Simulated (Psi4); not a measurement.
HS, charge -1, singlet, geometry from GFN2-xTB (a gas-phase anion, which may not be bound at this level); MP2/def2-SVP (Psi4 1.11).

Psi4 was given this input:
```
memory 2 GB

molecule {
-1 1
  S    -0.00000000   -0.00000000   -0.07863597
  H     0.00000000    0.00000000    1.25817552
}

set basis def2-svp
set freeze_core true
set mp2_type conv
set scf_type pk
set puream true
set d_convergence 1e-8

energy('mp2')
print_variables()
```

Q: What does Psi4 print? Leave out banner, timings and long lists.

A: 
```
   => Loading Basis Set <=

    Name: DEF2-SVP
    Role: ORBITAL
    Keyword: BASIS

         ---------------------------------------------------------
                                   SCF
               by Justin Turney, Rob Parrish, Andy Simmonett
                          and Daniel G. A. Smith
                              RHF Reference
         ---------------------------------------------------------

  ==> Geometry <==

    Molecular point group: c2v
    Full point group: C_inf_v

    Geometry (in Angstrom), charge = -1, multiplicity = 1:

       Center              X                  Y                   Z               Mass
    ------------   -----------------  -----------------  -----------------  -----------------
         S            0.000000000000     0.000000000000    -0.040851313617    31.972071174400
         H            0.000000000000     0.000000000000     1.295960176383     1.007825032230

  Running in c2v symmetry.

  Rotational constants: A = ************  B =      9.65494  C =      9.65494 [cm^-1]
  Rotational constants: A = ************  B = 289447.78618  C = 289447.78618 [MHz]
  Nuclear repulsion =    6.333604576304174

  Charge       = -1
  Multiplicity = 1
  Electrons    = 18
  Nalpha       = 9
  Nbeta        = 9

  ==> Algorithm <==

  SCF Algorithm Type is PK.
  DIIS enabled.
  MOM disabled.
  Fractional occupation disabled.
  Guess Type is SAD.
  Energy threshold   = 1.00e-08
  Density threshold  = 1.00e-08
  Integral threshold = 1.00e-12

  ==> Primary Basis <==

  Basis Set: DEF2-SVP
    Blend: DEF2-SVP
    Number of shells: 11
    Number of basis functions: 23
    Number of Cartesian functions: 24
    Spherical Harmonics?: true
    Max angular momentum: 2

  ==> Integral Setup <==

  Using in-core PK algorithm.
   Calculation information:
      Number of atoms:                   2
      Number of AO shells:              11
      Number of primitives:             23
      Number of atomic orbitals:        24
      Number of basis functions:        23

      Integral cutoff                 1.00e-12
      Number of threads:                 1

  Performing in-core PK
  Using 76452 doubles for integral storage.
  We computed 2211 shell quartets total.
  Whereas there are 2211 unique shell quartets.

  ==> DiskJK: Disk-Based J/K Matrices <==

    J tasked:                  Yes
    K tasked:                  Yes
    wK tasked:                  No
    Schwarz Cutoff:          1E-12

[...]
  @RHF Final Energy:  -397.96864964953443
    Total Energy =                       -397.9686496495344272
  DIE_IF_NOT_CONVERGED          => (empty)
[...]
  ZORA_NR_DEBUG                 => (empty)
  ZORA_PRUNING_SCHEME           => (empty)
  ZORA_RADIAL_POINTS            => (empty)
  ZORA_SPHERICAL_POINTS         => (empty)

 ==============================================================================
 ==============================================================================
 ==============================================================================

                             MP2
                    Program Written by Ugur Bozkaya,
              Additional Contributions by J. P. Misiewicz

 ==============================================================================
 ==============================================================================
 ==============================================================================

	MO spaces per irreps...

	IRREP   FC    OCC   VIR  FV
	==============================
	  A1     3     2     7    0
	  A2     0     0     1    0
	  B1     1     1     3    0
	  B2     1     1     3    0
	==============================

	Cost of iabc is      0 MB
	Cost of abcd is      0 MB
	Switching to the incore algorithm for iabc..
	Switching to the incore algorithm for abcd..

	Computing MP2 energy using SCF MOs (Canonical MP2)...
	==============================================================================
	Nuclear Repulsion Energy (a.u.)    :     6.33360457630417
	SCF Energy (a.u.)                  :  -397.96864964953443
	REF Energy (a.u.)                  :  -397.96864964953443
	Alpha-Alpha Contribution (a.u.)    :    -0.01533172353866
	Alpha-Beta Contribution (a.u.)     :    -0.10111554743395
	Beta-Beta Contribution (a.u.)      :    -0.01533172353866
	Scaled_SS Correlation Energy (a.u.):    -0.01022114902578
	Scaled_OS Correlation Energy (a.u.):    -0.12133865692074
	SCS-MP2 Total Energy (a.u.)        :  -398.10020945548098
	SOS-MP2 Total Energy (a.u.)        :  -398.10009986119854
	SCSN-MP2 Total Energy (a.u.)       :  -398.02261731639055
	SCS-MP2-VDW Total Energy (a.u.)    :  -398.11340927378853
	SOS-PI-MP2 Total Energy (a.u.)     :  -398.11021141594193
	MP2 Correlation Energy (a.u.)      :    -0.13177899451127
	MP2 Total Energy (a.u.)            :  -398.10042864404568
	==============================================================================

  Variable Map:
  ----------------------------------------------------------------------------
[...]
  Array Variable Map:
  ----------------------------------------------------------------------------
[...]
[...]
```
